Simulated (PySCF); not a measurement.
A geometry optimisation on `ClBr` (BrCl).

Computed with CAM-B3LYP/cc-pVDZ geometry optimisation, gas phase (PySCF 2.14.0). Start geometry: GFN2-xTB. A driver script takes a list of jobs; this job's settings line and coordinates (Å) are shown.

Input:
```
{"job": {"xc": "CAM-B3LYP", "basis": "cc-pVDZ", "grid": 1, "kind": "geom"}, "charge": 0, "multiplicity": 1}
Cl     1.069195    -0.002889    -0.002844
Br    -1.066438     0.004158    -0.011304
```

Output:
```
step   0  E = -3034.44209656  max force = 0.011818
step   1  E = -3034.44235346  max force = 0.005035
step   2  E = -3034.44242780  max force = 0.001215
step   3  E = -3034.44243360  max force = 0.000045
optimisation converged
```

Energies in Eh; «max force» is the largest Cartesian gradient component in Eh/bohr.

Q: Give the first gradient maximum in eV/Å.

A: With 1 Eh/bohr = 51.422 eV/Å, 0.608 eV/Å.

Q: How much energy does the optimisation release, in kcal/mol?

A: E(step 0) − E(last step) = 0.000337 Eh, which is 0.2 kcal/mol.

Main results: final energy -3034.44243 Eh after 3 steps; dipole 0.62 D.

Q: Estimate the wall time. Hardware: Intel Xeon Platinum 8375C at 2.90 GHz, one thread, no GPU, shared host with 128 logical CPUs at a one-minute load of 18. And the peak memory of the process?

A: About 3.7 s, with 0.29 GiB resident at the peak, the Python interpreter and its libraries included.
Labels such as C1 count atoms from 1, the log's own numbers from 0.
